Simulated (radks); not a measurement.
Values are calculated unless marked as measured or tabulated.
Radial electron density D(r) = 4 pi r^2 rho(r) of an atom or ion with 9 electrons. Level of theory: Dirac Kohn-Sham, PBE, spin-unpolarised, spherical densities, point nucleus (a radial shooting solver on a logarithmic mesh with Libxc functionals).

r (bohr)  D(r) (e/bohr)
0.001395         0.8936
0.001585          1.128
0.001816          1.443
0.002064          1.814
0.002365          2.308
0.002688          2.886
0.003055          3.599
0.0035            4.531
0.003977          5.604
0.004557          6.987
0.005179          8.552
0.005934          10.53
0.006744          12.72
0.007665          15.23
0.008781          18.27
0.009981          21.46
0.01143           25.13
0.013             28.76
0.01477           32.42
0.01692           36.14
0.01923           39.24
0.02204           41.83
0.02504           43.34
0.02846           43.75
0.03261           42.87
0.03706           40.89
0.04246           37.85
0.04826           34.61
0.05529           31.48
0.06284           29.48
0.07142           28.91
0.08183           30.00
0.093             32.28
0.1066            35.10
0.1211            36.97
0.1376            37.01
0.1577            34.34
0.1792            29.37
0.2053            22.39
0.2334            15.50
0.2674            9.141
0.3039            4.794
0.3454            2.136
0.3957           0.7930
0.4497           0.3947
0.5152           0.3418
0.5856           0.2815
0.6656           0.1119
0.7625        0.0009439
0.8667           0.1600
0.9929           0.4353
1.128            0.3861
1.283           0.07853
1.469           0.07715
1.67             0.5657
1.913            0.9643
2.175            0.7772
2.491            0.3445
2.832           0.09530
3.218           0.01556
3.687          0.001223

What is the nuclear charge?

Answer. Z = 36. The innermost maximum, from 1s, lies near gamma/Z bohr with gamma = sqrt(1 - (Z/c)^2) = 0.965, here 0.0268 bohr (found: 0.0280), and its height grows with Z. The density is that of the krypton ion Kr27+ in [He] 2s2 2p4 6d1; the configuration itself is not fixed sharply by these data, and Z only to about a unit. D(r) has 4 maxima, at r = 0.0280, 0.129, 1.04, 1.94 bohr, and minima at 0.0703 bohr, inside which lie 2.24 electrons.
